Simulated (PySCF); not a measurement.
**vinyldifluoroborane, C₂H₃BF₂**

Cartesian coordinates in Å; atom numbers follow the order of the lines, from 1:
```xyz
8

C     0.698   -1.052   -0.112
C     0.031   -0.101    0.541
B    -0.675    1.049   -0.206
F    -0.643    1.149   -1.525
F    -1.345    1.988    0.441
H     0.766   -1.045   -1.196
H     1.198   -1.868    0.400
H    -0.017   -0.137    1.626
```

Computed, not measured: quadratic response CAM-B3LYP/aug-cc-pVTZ first hyperpolarisability, Taylor convention, gas phase (PySCF). Geometry: PBE0-D3(BJ)/def2-TZVP.

Give the tensor of the second harmonic β(−2ω;ω,ω) at 1064 nm in the axes of these coordinates.

In au, Taylor convention; rows are the first index (the induced dipole):
```csv
,xx,yy,zz,xy,xz,yz
x,-18.2,+13.5,-10.2,+0.2,+5.6,-16.7
y,+0.7,+5.0,+17.7,+13.7,-16.7,+19.3
z,+4.9,+17.3,-29.6,-15.2,-10.0,+17.4
```
Norm of βᵢ = ⅓ Σⱼ (βᵢⱼⱼ + βⱼᵢⱼ + βⱼⱼᵢ): 27.7 au, hyper-Rayleigh value 24.6 au.
